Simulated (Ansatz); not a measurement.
`CN(C)[Si](O)(O)Br` + H₂ → `O[SiH](O)Br` + dimethylamine  (hydrogenolysis of the Si–N bond)

Isolated molecules relaxed with PBE0-D4/def2-TZVP in Ansatz; ΔE leaves out vibrations. CBS: MP2 limit from def2 TZ/QZ plus the TZ coupled-cluster correction, frozen cores. This one scheme is used for every species. Functionals use def2-TZVPP. HSE06 is defined as in plane-wave codes. For Br outer-core shells are correlated without core-valence functions, which leaves a few kJ/mol of doubt a bond. Scalar relativity is left out up to krypton. Each species was taken in one conformer, which may not be the lowest.

| level | ΔE (eV) |
| --- | --- |
| HSE06-D4 | 0.59 |
| BHLYP-D4 | 0.62 |
| CAM-B3LYP-D4 | 0.61 |
| ωB97M-V | 0.63 |
| revPBE | 0.35 |
| PBE0 | 0.46 |
| RPA@PBE/def2-TZVPP | 0.58 |
| CCSD/def2-TZVPP | 0.56 |

**Question.** What does CCSD(T)/CBS give? (An estimate is asked.)

**Answer.** Ansatz gave: +0.63 eV. The listed levels differ from it by -0.04, -0.01, -0.02, 0.00, -0.28, -0.17, -0.05, -0.07 eV.

Largest T1 diagnostic among the species: 0.010.

Leaving LDA and LC-ωPBE aside and taking each functional with its dispersion term where it has one, the values, not all of them listed here, spread over 0.15 eV, from B2PLYP to revPBE-D4. LDA lies +0.22 eV from PBE without D4. From BLYP to BHLYP (50 % exact exchange), in def2-TZVPP and without D4, ΔE moves by +0.06 eV.
